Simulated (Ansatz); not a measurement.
| atom | x (Å) | y (Å) | z (Å) |
| --- | --- | --- | --- |
| H | -0.0077 | -0.0098 | -1.5236 |
| C | -0.0020 | -0.0888 | -0.4879 |
| C | 0.0160 | 0.0380 | 0.8306 |

Basis set: STO-3G (spherical functions). Frozen core: 2 orbitals. Charge 0, multiplicity 2.

Computed with Ansatz (development build ahead of 0.2.0); each method stands on the lowest determinant of its kind that the runs found.

The atomization energy at this shape (free ground-state atoms in the same class of orbitals less the molecule, no zero-point energy) of doublet C₂H:

```json
{"method": "UHF-MP2", "atomization energy": "954.7 kJ/mol"}
```

(1) What does UHF give?

Results:

(1) 841.9 kJ/mol. Caution: the unrestricted determinant is a mixture of spin states. Caution for UHF-MP2: bonds are stretched, where a single reference can fail.

This basis has no polarisation functions and is too small for such energies, which can lie far from measured ones in either direction.
